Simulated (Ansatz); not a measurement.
Geometry optimisation, UKS PBE/def2-SVP in Ansatz 0.2.0.

Input:

```yaml
crystal:
  periodic: [false, false, false]
  atoms:
    - { symbol: Al, position_ang: [0.2012, -0.5667, -0.2321] }
    - { symbol: O, position_ang: [1.4451, 0.8837, -1.2836] }
    - { symbol: "N", position_ang: [-0.5202, 0.9194, 0.279] }
    - { symbol: C, position_ang: [-1.2753, 1.6729, 1.2516] }
    - { symbol: H, position_ang: [0.5346, 1.2784, -0.4706] }
    - { symbol: C, position_ang: [0.631, -2.5012, -0.4575] }
    - { symbol: H, position_ang: [1.28, 1.3083, -2.1234] }
    - { symbol: H, position_ang: [-1.8277, 2.4745, 0.7466] }
    - { symbol: H, position_ang: [-2.0048, 1.0488, 1.7756] }
    - { symbol: H, position_ang: [-0.6293, 2.1346, 2.007] }
    - { symbol: H, position_ang: [1.0212, -2.9219, 0.4751] }
    - { symbol: H, position_ang: [-0.2496, -3.088, -0.7366] }
    - { symbol: H, position_ang: [1.3938, -2.6428, -1.2309] }
magnetization:
  spin_polarized: true
basis:
  gaussian: { orbitals: def2-SVP }
hamiltonian:
  xc: pbe
relax:
  f_tol: 0.15
  max_steps: 25
  restrain:
    - { distance: [4, 1], at: 2.27, k: 30.0 }
    - { distance: [0, 1], at: 1.87, k: 30.0 }
    - { distance: [4, 2], at: 1.02, k: 30.0 }
output:
  orbitals: {}
```

Run as:

```bash
$ ansatz run input.yaml --threads 4 --pin off --max-ram 5120MiB --backend cpu --events-out ev --progress --plain --runs-dir out
```

Q: Where does it end, and by what steps?

A: It converged. The restraints hold the end off the free minimum. After 19 steps the energy has fallen by 2.344 eV (the restraints' own energy left out); H7 moved furthest, 1.18 Å. Joined: N3–H5 (1.34 → 1.03 Å).

```
step  energy less start (eV)  largest force component (eV/Å)  accepted
   0                  0.0000                           2.018       yes
   1                 -0.5666                           2.072       yes
   2                 -1.1870                           2.141       yes
   3                 -1.8378                           1.386       yes
   4                 -2.0731                           0.908       yes
   5                 -2.0961                           1.204       yes
   6                 -2.1425                           1.251       yes
   7                 -2.1536                           1.081       yes
   8                 -2.1577                           1.176       yes
   9                 -2.1024                           1.898        no
  10                 -2.1419                           1.163        no
  11                 -2.1605                           1.039       yes
  12                 -2.1625                           0.918       yes
  13                 -2.1860                           0.941       yes
  14                 -2.2197                           1.002       yes
  15                 -2.2641                           1.138       yes
  16                 -2.3025                           1.234       yes
  17                 -2.3307                           1.226       yes
  18                 -2.3403                           1.213       yes
  19                 -2.3438                           1.183       yes
```

```xyz
13
Properties=species:S:1:pos:R:3
Al 0.510 -0.220 -0.596
O 1.425 0.834 -1.758
N -0.300 1.092 0.277
C -1.204 1.403 1.352
H 0.085 1.895 -0.235
C 0.481 -2.170 -0.436
H 2.010 0.437 -2.423
H -2.112 1.961 1.018
H -1.569 0.472 1.834
H -0.735 2.014 2.161
H 0.534 -2.477 0.629
H -0.456 -2.593 -0.854
H 1.329 -2.647 -0.968
```

Run time: 67 s on 4 threads of Arm Neoverse N1, with other jobs on the host, peak memory 0.19 GiB.
